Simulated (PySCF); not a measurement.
# Computed records: AlBClH2N

Calculation on a computer-drawn molecule: the log of a Hartree-Fock and frozen-core CCSD(T) single point meant for a local Hartree-Fock minimum, with one planted fault or none, to be diagnosed. Offsets are logged minus clean, where the clean run is the same molecule without the fault. The reference is restricted for singlets and unrestricted otherwise, and also for a bond in bohr or an excited solution. Adding or removing an electron swaps singlet and doublet. The excited solution moves the top pair (singlet) or top alpha electron (doublet) to the lowest empty orbital. Highest occupied and lowest empty are orbital energies over both spins, largest force is the largest gradient component, triples share is (T) over the correlation energy, the T1 limit is 0.02 restricted and 0.045 unrestricted, electrons count all cores, a negative frequency is imaginary (commonest isotopes), and the dipole is about the centre of nuclear charge. Program: PySCF 2.14.0.

```xyz
6
formula=AlBClH2N meant_charge=0 meant_multiplicity=1 meant_basis=cc-pV(D+d)Z logged_electrons=44 logged_basis_functions=84 logged_SCF_converged=yes logged_spin_squared=0.5992 logged_highest_occupied=-7.0087 logged_lowest_empty=0.35884 logged_largest_force=0.036935 logged_T1_diagnostic=0.058591 logged_D1_diagnostic=0.25878 logged_triples_share=0.038637 logged_CC_converged=yes logged_dipole_magnitude=5.8914 logged_SCF_stable_within_its_kind=yes logged_energy_HF=-781.65945 logged_energy_CCSD(T)=-782.14927 possible_faults=no_fault,one_electron_removed,one_electron_added,multiplicity_raised_by_two,geometry_at_a_saddle_point,SCF_held_on_an_excited_solution,minimal_basis_STO-3G,one_bond_length_entered_in_bohr,all_coordinates_scaled planted_fault=one_bond_length_entered_in_bohr,row_4_of_the_drawn_bonds HF_energy_offset_from_clean_run=70.25 CCSD(T)_energy_offset_from_clean_run=69.48
B     -1.2881     0.6055     1.3750
N      0.0845     0.3634     1.4376
Al     1.6697     0.0833     1.5100
Cl     3.6957    -0.2744     1.6022
H     -2.8038    -1.1124     1.4732
H     -1.7237     1.7328     1.2665
```

Units: logged_highest_occupied, logged_lowest_empty in eV; logged_largest_force in hartree/bohr; logged_dipole_magnitude in debye; logged_energy_HF, logged_energy_CCSD(T) in hartree; HF_energy_offset_from_clean_run, CCSD(T)_energy_offset_from_clean_run in kcal/mol.

Drawn bonds:
| atom | other atom | order |
| --- | --- | --- |
| 1 | 2 | 1 |
| 2 | 3 | 2 |
| 3 | 4 | 1 |
| 1 | 5 | 1 |
| 1 | 6 | 1 |

Notes: T1 above single-reference limit.
